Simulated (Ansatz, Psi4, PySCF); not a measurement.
Process, species as SMILES: S[Si](S)(Cl)Cl [dichloro-bis(sulfanyl)silane] -> S[Si](Cl)(Cl)[S] + H atom (the H-S bond breaks)

Wanted: bond dissociation energy (enthalpy at 298 K), in kcal/mol. Conventions: dispersion terms only where a functional's name holds one; LANL2DZ with its own core potentials from Na on; valence correlation only; 6-31G* and kin with 6d, 5d where marked; no spin-orbit coupling; non-relativistic; open shells spin-unrestricted. CBS marks a two-point X^-3 extrapolation of the correlation energy; Hartree-Fock from the larger set. Ab initio and DFT rows: single points at B3LYP-D3(BJ) geometries (Ansatz, a quantum-chemistry and plane-wave program), with unscaled harmonic terms from B3LYP/6-31G* (Ansatz) at its own minima.

Coupled cluster (Ansatz) is a level with limits of its own, used here on species with T1 under 0.025 (0.045 for open shells) and stable references: CCSD(T)/CBS(cc-pV(T+d)Z,cc-pV(Q+d)Z).

Value to compare with, CCSD(T)/CBS(cc-pV(T+d)Z,cc-pV(Q+d)Z) (Ansatz): 90.4 kcal/mol.

| level | program | bond dissociation energy (enthalpy at 298 K) (kcal/mol) | difference |
|---|---|---|---|
| HF/LANL2DZ | Ansatz | 56.2 | -34.2 |
| HF/6-31G* | Ansatz | 62.5 | -27.9 |
| B3LYP/STO-3G | Ansatz | 106.6 | 16.2 |
| B3LYP/LANL2DZ | Ansatz | 77.7 | -12.7 |
| M06-2X/6-31G* (5d) | PySCF | 85.7 | -4.7 |
| wB97X-D/6-31G* | Psi4 | 85.6 | -4.8 |
| r2SCAN-D4/def2-TZVPD | Ansatz + dftd4 | 84.7 | -5.7 |
| B3LYP/def2-TZVPD | Ansatz | 85.1 | -5.3 |
| B3LYP-D3(BJ)/def2-TZVPD | Ansatz + dftd3 | 86.0 | -4.4 |

Among the 6 habitual levels, HF/LANL2DZ lies farthest from CCSD(T)/CBS(cc-pV(T+d)Z,cc-pV(Q+d)Z) (Ansatz) (-34.2 kcal/mol); 1 of 6 lie above it, and their mean absolute difference is 16.8 kcal/mol, the median 14.4. One case shows no general order.

The levels are drawn from those run, B3LYP/6-31G* more often than the rest, none by its result; left out are runs that failed, that the program found above a lower state of the same kind, or whose <S^2> lies over 0.5 above the pure value.
